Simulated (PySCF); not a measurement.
Shapes and spin states of CoO2(OH)

All numbers come from PBE0 in PySCF with Co def2-TZVP, O def2-TZVP, H def2-TZVP; no relativity; density-fitted integrals.

Relaxations began from a few typed shapes and spin states; open shells are unrestricted. The search is not exhaustive: other isomers or separated fragments can lie lower, and high-lying points may rest on an excited occupation.

| spin | group | bonds | angles | imaginary modes (cm⁻¹) | ΔE (kJ/mol) | ΔE with ZPE (kJ/mol) |
| --- | --- | --- | --- | --- | --- | --- |
| triplet | Cs | Co–O 1.560 Å (×2), Co–O 1.705 Å, O–H 0.964 Å | Co–O–H 116.6°, O–Co–O 117.5°, O–Co–O 120.3° (×2) | none | 0.0 | 0.0 |
| triplet | Cs | Co–O 1.554 Å (×2), Co–O 1.718 Å, O–H 0.965 Å | Co–O–H 114.8°, O–Co–O 119.9° (×2), O–Co–O 120.3° | 115i | 3.2 | – |
| quintet | Cs | Co–O 1.633 Å, Co–O 1.663 Å, Co–O 1.720 Å, O–H 0.957 Å | Co–O–H 134.4°, O–Co–O 92.0°, O–Co–O 113.2°, O–Co–O 154.8° | none | 9.0 | 4.4 |
| broken-symmetry Ms = 0 (⟨S²⟩ 0.90) | Cs | Co–O 1.556 Å (×2), Co–O 1.706 Å, O–H 0.966 Å | Co–O–H 112.4°, O–Co–O 119.1° (×2), O–Co–O 121.4° | none | 10.9 | 10.9 |
| quintet | Cs | Co–O 1.625 Å, Co–O 1.631 Å, Co–O 1.749 Å, O–H 0.961 Å | Co–O–H 120.6°, O–Co–O 109.1°, O–Co–O 110.2°, O–Co–O 140.7° | none | 28.6 | 23.7 |
| singlet (closed shell, unstable to spin polarisation) | Cs | Co–O 1.534 Å (×2), Co–O 1.719 Å, O–H 0.967 Å | Co–O–H 109.2°, O–Co–O 114.6° (×2), O–Co–O 130.9° | none | 49.4 | 53.0 |
| singlet (closed shell, unstable to spin polarisation) | Cs | Co–O 1.528 Å, Co–O 1.530 Å, Co–O 1.764 Å, O–H 0.964 Å | Co–O–H 109.7°, O–Co–O 112.3°, O–Co–O 114.1°, O–Co–O 133.7° | 563i | 83.3 | – |

The lowest minimum found is the triplet Cs: Co–O 1.560 Å (×2), Co–O 1.705 Å, O–H 0.964 Å; Co–O–H 116.6°, O–Co–O 117.5°, O–Co–O 120.3° (×2).

For the lowest minimum: with open d or f shells other occupations or spin states may lie lower.

The electron or spin density has lower symmetry than the nuclear frame for the broken-symmetry Ms = 0 (⟨S²⟩ 0.90) Cs at 10.9 kJ/mol.
